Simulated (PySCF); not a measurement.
C5H6OSSi, SMILES c1c(C=O)sc([SiH3])c1, GFN2-xTB optimised geometry.

```
14

O     -2.53    -2.40     0.00
C     -1.33    -2.44     0.00
C     -0.44    -1.30     0.00
C      0.94    -1.30     0.00
C      1.48    -0.02     0.00
C      0.53     0.98     0.00
Si     0.79     2.84    -0.01
S     -1.06     0.32     0.00
H     -0.78    -3.41     0.00
H      1.52    -2.21     0.00
H      2.53     0.19     0.00
H      2.24     3.06     0.06
H      0.12     3.41     1.16
H      0.23     3.39    -1.24
```

Density from CAM-B3LYP/def2-TZVP in PySCF at that geometry.

Minimum of the electron density along straight lines between bonded atoms, close to the bond critical point (lines longer than 1.1 times the sum of covalent radii, or with two minima, are not listed):

```tsv
bond	length / Å	ρ at the minimum / e bohr⁻³	∇²ρ there / e bohr⁻⁵	position (fraction from the first atom)
O1–C2	1.207	0.426	-0.17	0.66
C2–C3	1.441	0.298	-0.89	0.49
C3–C4	1.378	0.326	-0.95	0.51
C4–C5	1.397	0.316	-0.94	0.51
C5–C6	1.374	0.327	-0.95	0.49
C6–Si7	1.881	0.117	0.21	0.61
C3–S8	1.736	0.213	-0.43	0.48
C6–S8	1.722	0.217	-0.45	0.48
C2–H9	1.110	0.279	-0.99	0.65
C4–H10	1.076	0.290	-1.06	0.65
C5–H11	1.076	0.291	-1.06	0.65
Si7–H12	1.463	0.126	0.17	0.49
Si7–H13	1.462	0.127	0.17	0.49
Si7–H14	1.463	0.127	0.17	0.49
```
